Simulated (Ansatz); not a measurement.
Ansatz (an electronic-structure program) input (B3LYP-D3(BJ)/def2-TZVP):

Ansatz 0.2 input:
```yaml
crystal:
  periodic: [false, false, false]
  atoms:
    - {symbol: W, position_ang: [0.02181433, 0.00429698, 0.00691849]}
    - {symbol: H, position_ang: [-0.55713025, -1.59540083, -0.15211076]}
    - {symbol: H, position_ang: [-1.05713034, 1.27742461, -0.35985745]}
basis:
  gaussian:
    orbitals: def2-TZVP
hamiltonian:
  xc: b3lyp
  dispersion: d3bj
magnetization: {spin_polarized: true, initial_magnetization: 2}
phonons: {temperatures: {t_min: 298.15, t_max: 298.15, t_step: 100}}
```

Output:

```
Functional definition: B3LYP
integrals: 0.01 GiB planned
520 factors; integrals over basis functions are off by at most 1.1e-4 eV
mean field: 0.16 GiB planned
mean field evaluation 1: about -1852.7220 eV, gradient 1.4e1 eV
mean field evaluation 2: about -1852.3559 eV, gradient 1.9e1 eV
mean field evaluation 4: about -1854.1670 eV, gradient 9.4e-1 eV
mean field evaluation 8: about -1854.1797 eV, gradient 8.0e-2 eV
mean field evaluation 16: about -1854.1803 eV, gradient 3.6e-4 eV
mean field evaluation 32: about -1854.5549 eV, gradient 9.0e-5 eV
mean field evaluation 64: about -1854.5337 eV, gradient 2.8e-1 eV
mean field -1854.55487686 eV, -68.1536346623 hartree, gradient 1.4e-7 eV, S^2 2.875418; 10 other end points of the search recorded, 0 dependent functions left out
the calculation of the forces begins
reference -1854.55507818 eV, -68.1536420606 hartree; 9, 7 occupied and 43, 45 virtual orbitals, 520 factors
these checks for a lower state are left out or cut short: stability, starts, cluster_reference, orbital_swaps, neighbouring_geometries, increment
integrals: 0.01 GiB planned
520 factors; integrals over basis functions are off by at most 1.1e-4 eV
mean field: 0.16 GiB planned
mean field evaluation 96: about -1854.5548 eV, gradient 2.0e-4 eV
mean field -1854.55483945 eV, -68.1536332873 hartree, gradient 6.7e-6 eV, S^2 2.876176; 0 other end points of the search recorded, 0 dependent functions left out
the calculation of the forces begins
reference -1854.55504073 eV, -68.1536406843 hartree; 9, 7 occupied and 43, 45 virtual orbitals, 520 factors
these checks for a lower state are left out or cut short: stability, starts, cluster_reference, orbital_swaps, neighbouring_geometries, increment
integrals: 0.01 GiB planned
520 factors; integrals over basis functions are off by at most 1.1e-4 eV
mean field: 0.16 GiB planned
mean field -1854.55485056 eV, -68.1536336956 hartree, gradient 2.4e-6 eV, S^2 2.874657; 0 other end points of the search recorded, 0 dependent functions left out
the calculation of the forces begins
reference -1854.55505191 eV, -68.1536410952 hartree; 9, 7 occupied and 43, 45 virtual orbitals, 520 factors
these checks for a lower state are left out or cut short: stability, starts, cluster_reference, orbital_swaps, neighbouring_geometries, increment
integrals: 0.01 GiB planned
520 factors; integrals over basis functions are off by at most 1.1e-4 eV
mean field: 0.16 GiB planned
mean field -1854.55481323 eV, -68.1536323239 hartree, gradient 9.6e-6 eV, S^2 2.875567; 0 other end points of the search recorded, 0 dependent functions left out
the calculation of the forces begins
reference -1854.55501454 eV, -68.1536397219 hartree; 9, 7 occupied and 43, 45 virtual orbitals, 520 factors
these checks for a lower state are left out or cut short: stability, starts, cluster_reference, orbital_swaps, neighbouring_geometries, increment
integrals: 0.01 GiB planned
520 factors; integrals over basis functions are off by at most 1.1e-4 eV
mean field: 0.16 GiB planned
mean field -1854.55481529 eV, -68.1536323995 hartree, gradient 3.0e-6 eV, S^2 2.875267; 0 other end points of the search recorded, 0 dependent functions left out
the calculation of the forces begins
reference -1854.55501661 eV, -68.1536397980 hartree; 9, 7 occupied and 43, 45 virtual orbitals, 520 factors
these checks for a lower state are left out or cut short: stability, starts, cluster_reference, orbital_swaps, neighbouring_geometries, increment
integrals: 0.01 GiB planned
520 factors; integrals over basis functions are off by at most 1.1e-4 eV
mean field: 0.16 GiB planned
mean field evaluation 128: about -1854.5549 eV, gradient 1.4e-4 eV
mean field -1854.55487172 eV, -68.1536344733 hartree, gradient 9.9e-6 eV, S^2 2.875659; 0 other end points of the search recorded, 0 dependent functions left out
the calculation of the forces begins
reference -1854.55507303 eV, -68.1536418712 hartree; 9, 7 occupied and 43, 45 virtual orbitals, 520 factors
these checks for a lower state are left out or cut short: stability, starts, cluster_reference, orbital_swaps, neighbouring_geometries, increment
integrals: 0.01 GiB planned
520 factors; integrals over basis functions are off by at most 1.1e-4 eV
mean field: 0.16 GiB planned
mean field -1854.55487531 eV, -68.1536346053 hartree, gradient 8.6e-6 eV, S^2 2.875178; 0 other end points of the search recorded, 0 dependent functions left out
the calculation of the forces begins
reference -1854.55507664 eV, -68.1536420040 hartree; 9, 7 occupied and 43, 45 virtual orbitals, 520 factors
these checks for a lower state are left out or cut short: stability, starts, cluster_reference, orbital_swaps, neighbouring_geometries, increment
integrals: 0.01 GiB planned
520 factors; integrals over basis functions are off by at most 1.1e-4 eV
mean field: 0.16 GiB planned
mean field -1854.55487264 eV, -68.1536345070 hartree, gradient 8.7e-6 eV, S^2 2.875070; 0 other end points of the search recorded, 0 dependent functions left out
the calculation of the forces begins
reference -1854.55507397 eV, -68.1536419059 hartree; 9, 7 occupied and 43, 45 virtual orbitals, 520 factors
these checks for a lower state are left out or cut short: stability, starts, cluster_reference, orbital_swaps, neighbouring_geometries, increment
integrals: 0.01 GiB planned
520 factors; integrals over basis functions are off by at most 1.1e-4 eV
mean field: 0.16 GiB planned
mean field -1854.55486575 eV, -68.1536342538 hartree, gradient 6.0e-6 eV, S^2 2.875765; 0 other end points of the search recorded, 0 dependent functions left out
the calculation of the forces begins
reference -1854.55506705 eV, -68.1536416514 hartree; 9, 7 occupied and 43, 45 virtual orbitals, 520 factors
these checks for a lower state are left out or cut short: stability, starts, cluster_reference, orbital_swaps, neighbouring_geometries, increment
integrals: 0.01 GiB planned
520 factors; integrals over basis functions are off by at most 1.1e-4 eV
mean field: 0.16 GiB planned
mean field evaluation 160: about -1854.5568 eV, gradient 5.1e-4 eV
mean field -1854.55483548 eV, -68.1536331413 hartree, gradient 4.1e-6 eV, S^2 2.875160; 0 other end points of the search recorded, 0 dependent functions left out
the calculation of the forces begins
reference -1854.55503681 eV, -68.1536405401 hartree; 9, 7 occupied and 43, 45 virtual orbitals, 520 factors
these checks for a lower state are left out or cut short: stability, starts, cluster_reference, orbital_swaps, neighbouring_geometries, increment
integrals: 0.01 GiB planned
520 factors; integrals over basis functions are off by at most 1.1e-4 eV
mean field: 0.16 GiB planned
mean field -1854.55484202 eV, -68.1536333817 hartree, gradient 2.5e-6 eV, S^2 2.875674; 0 other end points of the search recorded, 0 dependent functions left out
the calculation of the forces begins
reference -1854.55504332 eV, -68.1536407796 hartree; 9, 7 occupied and 43, 45 virtual orbitals, 520 factors
these checks for a lower state are left out or cut short: stability, starts, cluster_reference, orbital_swaps, neighbouring_geometries, increment
integrals: 0.01 GiB planned
520 factors; integrals over basis functions are off by at most 1.1e-4 eV
mean field: 0.16 GiB planned
mean field -1854.55487737 eV, -68.1536346808 hartree, gradient 6.9e-6 eV, S^2 2.875310; 0 other end points of the search recorded, 0 dependent functions left out
the calculation of the forces begins
reference -1854.55507869 eV, -68.1536420793 hartree; 9, 7 occupied and 43, 45 virtual orbitals, 520 factors
these checks for a lower state are left out or cut short: stability, starts, cluster_reference, orbital_swaps, neighbouring_geometries, increment
integrals: 0.01 GiB planned
520 factors; integrals over basis functions are off by at most 1.1e-4 eV
mean field: 0.16 GiB planned
mean field -1854.55487505 eV, -68.1536345956 hartree, gradient 7.1e-6 eV, S^2 2.875526; 0 other end points of the search recorded, 0 dependent functions left out
the calculation of the forces begins
reference -1854.55507636 eV, -68.1536419936 hartree; 9, 7 occupied and 43, 45 virtual orbitals, 520 factors
these checks for a lower state are left out or cut short: stability, starts, cluster_reference, orbital_swaps, neighbouring_geometries, increment
integrals: 0.01 GiB planned
520 factors; integrals over basis functions are off by at most 1.1e-4 eV
mean field: 0.16 GiB planned
mean field evaluation 192: about -1854.5568 eV, gradient 5.7e-4 eV
mean field -1854.55485956 eV, -68.1536340264 hartree, gradient 5.2e-6 eV, S^2 2.875006; 0 other end points of the search recorded, 0 dependent functions left out
the calculation of the forces begins
reference -1854.55506090 eV, -68.1536414254 hartree; 9, 7 occupied and 43, 45 virtual orbitals, 520 factors
these checks for a lower state are left out or cut short: stability, starts, cluster_reference, orbital_swaps, neighbouring_geometries, increment
integrals: 0.01 GiB planned
520 factors; integrals over basis functions are off by at most 1.1e-4 eV
mean field: 0.16 GiB planned
mean field -1854.55485530 eV, -68.1536338700 hartree, gradient 4.4e-6 eV, S^2 2.875828; 0 other end points of the search recorded, 0 dependent functions left out
the calculation of the forces begins
reference -1854.55505660 eV, -68.1536412676 hartree; 9, 7 occupied and 43, 45 virtual orbitals, 520 factors
these checks for a lower state are left out or cut short: stability, starts, cluster_reference, orbital_swaps, neighbouring_geometries, increment
integrals: 0.01 GiB planned
520 factors; integrals over basis functions are off by at most 1.1e-4 eV
mean field: 0.16 GiB planned
mean field -1854.55485636 eV, -68.1536339086 hartree, gradient 1.1e-6 eV, S^2 2.875525; 0 other end points of the search recorded, 0 dependent functions left out
the calculation of the forces begins
reference -1854.55505767 eV, -68.1536413067 hartree; 9, 7 occupied and 43, 45 virtual orbitals, 520 factors
these checks for a lower state are left out or cut short: stability, starts, cluster_reference, orbital_swaps, neighbouring_geometries, increment
integrals: 0.01 GiB planned
520 factors; integrals over basis functions are off by at most 1.1e-4 eV
mean field: 0.16 GiB planned
mean field -1854.55484776 eV, -68.1536335926 hartree, gradient 5.0e-6 eV, S^2 2.875310; 0 other end points of the search recorded, 0 dependent functions left out
the calculation of the forces begins
reference -1854.55504908 eV, -68.1536409911 hartree; 9, 7 occupied and 43, 45 virtual orbitals, 520 factors
these checks for a lower state are left out or cut short: stability, starts, cluster_reference, orbital_swaps, neighbouring_geometries, increment
integrals: 0.01 GiB planned
520 factors; integrals over basis functions are off by at most 1.1e-4 eV
mean field: 0.16 GiB planned
mean field evaluation 224: about -1854.5549 eV, gradient 2.2e-1 eV
mean field -1854.55487529 eV, -68.1536346044 hartree, gradient 5.4e-6 eV, S^2 2.875285; 0 other end points of the search recorded, 0 dependent functions left out
the calculation of the forces begins
reference -1854.55507661 eV, -68.1536420029 hartree; 9, 7 occupied and 43, 45 virtual orbitals, 520 factors
these checks for a lower state are left out or cut short: stability, starts, cluster_reference, orbital_swaps, neighbouring_geometries, increment
integrals: 0.01 GiB planned
520 factors; integrals over basis functions are off by at most 1.1e-4 eV
mean field: 0.16 GiB planned
mean field -1854.55487403 eV, -68.1536345581 hartree, gradient 5.4e-6 eV, S^2 2.875551; 0 other end points of the search recorded, 0 dependent functions left out
the calculation of the forces begins
reference -1854.55507534 eV, -68.1536419562 hartree; 9, 7 occupied and 43, 45 virtual orbitals, 520 factors
Total energy: -1854.60523901 eV, -68.1554854371 hartree
Atom 0 at     0.021814     0.004297     0.006918 Å, force    -0.001676    -0.000330    -0.000532 eV/Å
Atom 1 at    -0.557130    -1.595401    -0.152111 Å, force     0.000813     0.000308     0.000255 eV/Å
Atom 2 at    -1.057130     1.277425    -0.359857 Å, force     0.000863     0.000022     0.000276 eV/Å
Dipole moment:     0.327988     0.063966     0.095154 e Å
Vibrations: 702.27 1944.93 1946.68 cm⁻¹, zero-point energy 0.284784 eV
```

The spin state was set by rule; other spins were not relaxed.

The determinant is spin-contaminated: <S^2> is 2.88 against 2.00 for a pure state.
